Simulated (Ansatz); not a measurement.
## Nudged elastic band run: CH₅NSSi

Input:

```yaml
crystal:
  periodic: [false, false, false]
  atoms:
    - { symbol: "N", position_ang: [-0.242466, 1.415326, -0.612157] }
    - { symbol: C, position_ang: [0.061693, 0.115665, -0.710592] }
    - { symbol: Si, position_ang: [0.109689, -0.971181, 0.850725] }
    - { symbol: S, position_ang: [0.41637, -0.649494, -2.128273] }
    - { symbol: H, position_ang: [-0.259426, 1.984893, -1.453811] }
    - { symbol: H, position_ang: [-0.450826, 1.852426, 0.276644] }
    - { symbol: H, position_ang: [1.487841, -1.510069, 1.013166] }
    - { symbol: H, position_ang: [-0.878076, -2.073589, 0.69597] }
    - { symbol: H, position_ang: [-0.244808, -0.163987, 2.068338] }
basis:
  gaussian: { orbitals: def2-SVP }
hamiltonian:
  xc: pbe0
neb:
  order_check: false
  images: 7
  f_tol: 0.05
  max_iterations: 39
  final_atoms:
    - { symbol: "N", position_ang: [-0.24292553, 1.4151258, -0.61241398] }
    - { symbol: C, position_ang: [0.06526528, 0.11621484, -0.71043361] }
    - { symbol: Si, position_ang: [0.1103077, -0.97130089, 0.85080735] }
    - { symbol: S, position_ang: [0.42451257, -0.64689184, -2.12801258] }
    - { symbol: H, position_ang: [-0.45855247, 1.85081006, 0.27533492] }
    - { symbol: H, position_ang: [-0.26186735, 1.98459243, -1.45409892] }
    - { symbol: H, position_ang: [1.48574018, -1.5166814, 1.01209463] }
    - { symbol: H, position_ang: [-0.88340235, -2.06856587, 0.69751271] }
    - { symbol: H, position_ang: [-0.23908701, -0.16331314, 2.06921949] }
  initial_path:
    images:
      - { positions_ang: [[-0.242466, 1.415326, -0.612157], [0.061693, 0.115665, -0.710592], [0.109689, -0.971181, 0.850725], [0.41637, -0.649494, -2.128273], [-0.259426, 1.984893, -1.453811], [-0.450826, 1.852426, 0.276644], [1.487841, -1.510069, 1.013166], [-0.878076, -2.073589, 0.69597], [-0.244808, -0.163987, 2.068338]] }
      - { positions_ang: [[-0.20023264, 1.41322254, -0.60809733], [0.05287435, 0.10574505, -0.70829975], [0.08716732, -0.97935196, 0.85482541], [0.36319274, -0.6431941, -2.14089082], [-0.44082991, 1.94887205, -1.247014], [-0.15384021, 1.88700438, 0.08824588], [1.46798415, -1.41187746, 1.08706684], [-0.80069453, -2.12801325, 0.65521347], [-0.37563029, -0.19241725, 2.01896029]] }
      - { positions_ang: [[-0.15799927, 1.41111909, -0.60403765], [0.0440557, 0.0958251, -0.70600749], [0.06464565, -0.98752292, 0.85892582], [0.31001548, -0.6368942, -2.15350863], [-0.62223382, 1.91285109, -1.040217], [0.14314559, 1.92158276, -0.10015224], [1.44812731, -1.31368592, 1.16096768], [-0.72331306, -2.1824375, 0.61445695], [-0.50645257, -0.2208475, 1.96958257]] }
      - { positions_ang: [[-0.11576591, 1.40901563, -0.59997798], [0.03523706, 0.08590514, -0.70371524], [0.04212397, -0.99569388, 0.86302623], [0.25683822, -0.6305943, -2.16612645], [-0.80363772, 1.87683014, -0.83342], [0.44013138, 1.95616115, -0.28855036], [1.42827046, -1.21549438, 1.23486852], [-0.6459316, -2.23686176, 0.57370042], [-0.63727486, -0.24927775, 1.92020486]] }
      - { positions_ang: [[-0.07353254, 1.40691218, -0.5959183], [0.02641841, 0.07598519, -0.70142299], [0.01960229, -1.00386483, 0.86712664], [0.20366096, -0.6242944, -2.17874426], [-0.98504163, 1.84080919, -0.626623], [0.73711718, 1.99073953, -0.47694848], [1.40841362, -1.11730285, 1.30876936], [-0.56855013, -2.29128601, 0.53294389], [-0.76809715, -0.277708, 1.87082715]] }
      - { positions_ang: [[-0.11588079, 1.40896559, -0.60004222], [0.03613012, 0.08604261, -0.70367564], [0.04227864, -0.99572385, 0.86304681], [0.25887386, -0.62994376, -2.16606134], [-0.85341934, 1.8433094, -0.40113352], [0.48737104, 1.98920275, -0.72123609], [1.42774526, -1.21714749, 1.23460068], [-0.64726318, -2.23560597, 0.5740861], [-0.63584461, -0.24910928, 1.92042524]] }
      - { positions_ang: [[-0.15822904, 1.41101899, -0.60416614], [0.04584184, 0.09610002, -0.7059283], [0.06495499, -0.98758286, 0.85896699], [0.31408676, -0.63559312, -2.15337842], [-0.72179705, 1.84580962, -0.17564404], [0.23762491, 1.98766598, -0.9655237], [1.4470769, -1.31699212, 1.16043199], [-0.72597624, -2.17992594, 0.6152283], [-0.50359208, -0.22051057, 1.97002332]] }
      - { positions_ang: [[-0.20057728, 1.4130724, -0.60829006], [0.05555356, 0.10615743, -0.70818096], [0.08763134, -0.97944188, 0.85488717], [0.36929967, -0.64124248, -2.1406955], [-0.59017476, 1.84830984, 0.04984544], [-0.01212122, 1.9861292, -1.20981131], [1.46640854, -1.41683676, 1.08626331], [-0.8046893, -2.1242459, 0.6563705], [-0.37133955, -0.19191185, 2.01962141]] }
      - { positions_ang: [[-0.24292553, 1.4151258, -0.61241398], [0.06526528, 0.11621484, -0.71043361], [0.1103077, -0.97130089, 0.85080735], [0.42451257, -0.64689184, -2.12801258], [-0.45855247, 1.85081006, 0.27533492], [-0.26186735, 1.98459243, -1.45409892], [1.48574018, -1.5166814, 1.01209463], [-0.88340235, -2.06856587, 0.69751271], [-0.23908701, -0.16331314, 2.06921949]] }
```

Run as:

```bash
$ ansatz run input.yaml --threads 1 --pin off --max-ram 2048MiB --backend cpu --events-out ev --progress --plain --runs-dir out
```

Output, in part (warnings, iteration lines, the closing report on the highest movable image, with atoms numbered from 0):

```
NEB end point (image 0): max|allowed force component| = 9.483e-3 eV/Å (the criterion of neb.relax_end_points is 1.000e-2)
NEB end point (image 8): max|allowed force component| = 3.787e-3 eV/Å (the criterion of neb.relax_end_points is 1.000e-2)
NEB iter   1: max|band force component| = 2.310e1 eV/Å  barrier→ = 4.7039 eV  barrier← = 4.7040 eV  Δτ_max = 0.1980 Å  (244 SCF iters)
NEB iter   2: max|band force component| = 2.948e0 eV/Å  barrier→ = 1.3174 eV  barrier← = 1.3175 eV  Δτ_max = 0.1943 Å  (227 SCF iters)
NEB iter   3: max|band force component| = 1.600e0 eV/Å  barrier→ = 1.2504 eV  barrier← = 1.2504 eV  Δτ_max = 0.2000 Å  (220 SCF iters)
NEB iter   4: max|band force component| = 8.991e-1 eV/Å  barrier→ = 1.0523 eV  barrier← = 1.0523 eV  Δτ_max = 0.2000 Å  (218 SCF iters)
NEB iter   5: max|band force component| = 1.056e0 eV/Å  barrier→ = 1.0422 eV  barrier← = 1.0423 eV  Δτ_max = 0.0997 Å  (213 SCF iters)
NEB iter   6: max|band force component| = 8.759e-1 eV/Å  barrier→ = 0.9382 eV  barrier← = 0.9383 eV  Δτ_max = 0.0786 Å  (210 SCF iters)
NEB iter   7: max|band force component| = 7.277e-1 eV/Å  barrier→ = 0.9336 eV  barrier← = 0.9336 eV  Δτ_max = 0.0525 Å  (207 SCF iters)
NEB iter   8: max|band force component| = 3.537e-1 eV/Å  barrier→ = 0.9296 eV  barrier← = 0.9297 eV  CI = image 5  Δτ_max = 0.1000 Å  (210 SCF iters)
NEB iter   9: max|band force component| = 2.590e-1 eV/Å  barrier→ = 0.9801 eV  barrier← = 0.9801 eV  CI = image 5  Δτ_max = 0.1977 Å  (206 SCF iters)
NEB iter  10: max|band force component| = 2.936e-1 eV/Å  barrier→ = 1.0168 eV  barrier← = 1.0168 eV  CI = image 5  Δτ_max = 0.0403 Å  (204 SCF iters)
NEB iter  11: max|band force component| = 1.380e-1 eV/Å  barrier→ = 1.0121 eV  barrier← = 1.0121 eV  CI = image 5  Δτ_max = 0.0999 Å  (202 SCF iters)
NEB iter  12: max|band force component| = 1.528e-1 eV/Å  barrier→ = 1.0123 eV  barrier← = 1.0123 eV  CI = image 5  Δτ_max = 0.0273 Å  (203 SCF iters)
NEB iter  13: max|band force component| = 5.503e-2 eV/Å  barrier→ = 1.0103 eV  barrier← = 1.0103 eV  CI = image 5  Δτ_max = 0.0500 Å  (194 SCF iters)
NEB iter  14: max|band force component| = 4.390e-2 eV/Å  barrier→ = 1.0101 eV  barrier← = 1.0102 eV  CI = image 5  Δτ_max = 0.0000 Å  (382 SCF iters)
Total energy: -21302.28573167 eV, -782.8445614310 hartree
Atom 0 at     0.088657     1.463297    -0.330575 Å, force     0.001476    -0.017484    -0.007506 eV/Å
Atom 1 at    -0.100406     0.082059    -0.670987 Å, force     0.025459     0.043917     0.029931 eV/Å
Atom 2 at     0.036086    -1.025687     0.869043 Å, force    -0.009927    -0.012170    -0.016357 eV/Å
Atom 3 at    -0.385844    -0.479204    -2.167709 Å, force    -0.010226    -0.016868    -0.015387 eV/Å
Atom 4 at    -0.728436     1.988896    -0.651514 Å, force    -0.009034     0.005548    -0.002093 eV/Å
Atom 5 at     0.858419     1.832130    -0.895219 Å, force     0.000469    -0.003049     0.000092 eV/Å
Atom 6 at     1.395375    -0.828939     1.458345 Å, force     0.002391     0.000324     0.002452 eV/Å
Atom 7 at    -0.176028    -2.461442     0.530889 Å, force     0.003304     0.000276     0.001808 eV/Å
Atom 8 at    -0.987833    -0.571119     1.857736 Å, force    -0.003912    -0.000495     0.007059 eV/Å
Dipole moment:     0.029758     0.260509     0.021645 e Å
```

The forces met the threshold. The profile has 2 maxima (images 2, 5) with wells between them (image 3): this band takes more than one step, which may be the mechanism or a detour left from its start path. A vibrational analysis at the climbing image gives one clearly imaginary mode, 572i cm⁻¹: a first-order saddle point.

Final band (atoms are numbered from 1 in the order of the input):

```csv
image,path coordinate (Å),energy (kJ/mol),dihedral H5–N1–C2–S4 (°)
0,0.00,0.0,0
1,0.88,2.6,0
2,1.77,5.8,0
3,2.65,4.1,1
4,3.53,46.4,14
5,4.41,97.5,56
6,5.34,42.9,122
7,6.26,2.9,176
8,7.19,0.0,180
```

Time of the run: 5.2 min on 1 thread of Arm Neoverse V2, on a shared host, peak memory 0.17 GiB.
